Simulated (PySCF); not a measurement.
C3H8GeSi.
Geometry (PBE0-D3(BJ)/def2-SVP, Å), atoms numbered from 1 in this order:
```
atom  x, y, z in Å
C1    -1.062    2.714    0.387
C2    -0.752    1.628   -0.066
Ge3   -0.232   -0.088   -0.719
C4    -1.515   -1.413   -0.073
Si5    1.972   -0.525    0.080
H6    -1.342    3.675    0.782
H7    -0.257   -0.023   -2.260
H8    -1.526   -1.416    1.026
H9    -2.523   -1.168   -0.436
H10   -1.240   -2.416   -0.430
H11    2.922    0.535   -0.375
H12    2.443   -1.850   -0.433
H13    1.963   -0.568    1.574
```

Method: PySCF 2.14.0, density-fitted response routines, TDDFT wB97X-D/def2-SVPD, vertical, gas phase, core orbitals frozen in the response. Relativistic effects, spin–orbit coupling among them, are left out although an element past zinc is present.

Ground-to-excited transition dipoles (e·a0, same axes as the geometry; the sign carries no meaning), for the states with f of 0.002 or more among the lowest 8:

| state | E (eV) | μx | μy | μz |
| --- | --- | --- | --- | --- |
| S2 | 6.318 | -0.301 | 0.210 | -0.020 |
| S3 | 6.343 | -0.101 | -0.112 | 0.107 |
| S4 | 7.226 | -0.163 | 0.466 | -0.280 |
| S5 | 7.279 | -0.135 | -0.557 | -0.257 |
| S6 | 7.462 | -0.297 | 0.100 | 0.116 |
| S7 | 7.682 | 0.956 | -0.961 | 0.035 |
| S8 | 7.772 | -0.842 | 0.201 | 0.018 |

What oscillator strength does each state have?

f = (2/3) ΔE |μ|² with ΔE in hartree (27.2114 eV).

```csv
state,|μ|² (au),|μ| (D),f
S2,0.135,0.93,0.021
S3,0.034,0.47,0.005
S4,0.322,1.44,0.057
S5,0.395,1.60,0.070
S6,0.112,0.85,0.020
S7,1.838,3.45,0.346
S8,0.750,2.20,0.143
```

What angle do the transition dipoles of S5 and S6 make?

|cos θ| = |μa·μb| / (|μa| |μb|) = 0.22, so θ ≈ 78° (taken between 0 and 90°, since the signs are arbitrary).

What peak molar absorption coefficient would the strongest computed level give as a lone Gaussian band 0.3 eV wide at half height?

ε(max) = 2.175×10⁸ f / FWHM, with the width in cm⁻¹. S7: 2.175×10⁸ × 0.3458 / 2420 ≈ 31000 L mol⁻¹ cm⁻¹.

All these states lie below the vertical ionisation energy of 9.56 eV (ΔSCF).
